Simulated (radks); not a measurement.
Results of a calculation; reference values are marked as such.
All-electron atom: Tc V in [Kr] 4d3. Code: a radial shooting solver on a logarithmic mesh with Libxc functionals. Model: Dirac Kohn-Sham, PBEsol, spin-unpolarised, spherical densities, finite nucleus; open shells are shared between the two j in proportion to 2j + 1; Fermi nuclear charge, rms radius 4.4112 fm.

Normalised radial functions P(r) = r R(r) (large component), r in bohr:

r          3d3/2    4d5/2
0.005521  0.0004   0.0001
0.006377  0.0006   0.0002
0.007364  0.0009   0.0002
0.008437  0.0012   0.0004
0.009744  0.0018   0.0005
0.01125   0.0027   0.0008
0.01289   0.0039   0.0012
0.01489   0.0058   0.0018
0.0172    0.0085   0.0026
0.0197    0.0122   0.0038
0.02275   0.0177   0.0056
0.02628   0.0258   0.0082
0.0301    0.0364   0.0117
0.03477   0.0523   0.0170
0.04015   0.0743   0.0243
0.046     0.1027   0.0337
0.05312   0.1433   0.0472
0.06135   0.1973   0.0652
0.07029   0.2636   0.0873
0.08118   0.3528   0.1170
0.09375   0.4637   0.1537
0.1074    0.5893   0.1949
0.124     0.7432   0.2447
0.1433    0.9142   0.2987
0.1641    1.0838   0.3499
0.1895    1.2598   0.3988
0.2189    1.4163   0.4347
0.2508    1.5294   0.4487
0.2896    1.5953   0.4336
0.3345    1.5925   0.3800
0.3832    1.5217   0.2898
0.4426    1.3788   0.1527
0.5111    1.1804  -0.0214
0.5856    0.9625  -0.2086
0.6763    0.7254  -0.4141
0.781     0.5070  -0.6064
0.8948    0.3345  -0.7560
1.033     0.1964  -0.8621
1.193     0.1035  -0.9027
1.367     0.0506  -0.8793
1.579     0.0208  -0.7964
1.824     0.0073  -0.6695
2.089     0.0023  -0.5287
2.413     0.0006  -0.3790
2.787     0.0001  -0.2473
3.193     0.0000  -0.1497
3.687     0.0000  -0.0778
4.258     0.0000  -0.0349
4.879     0.0000  -0.0140
5.634     0.0000  -0.0044
6.507     0.0000  -0.0011
7.455     0.0000  -0.0002
8.61      0.0000  0.0000

3d3/2: eigenvalue -299.39 eV, 0 radial nodes, <r> = 0.397 bohr, 90 % of the charge inside 0.633 bohr. 4d5/2: eigenvalue -48.927 eV, 1 radial node at r = 0.503 bohr, <r> = 1.44 bohr, 90 % of the charge inside 2.20 bohr.
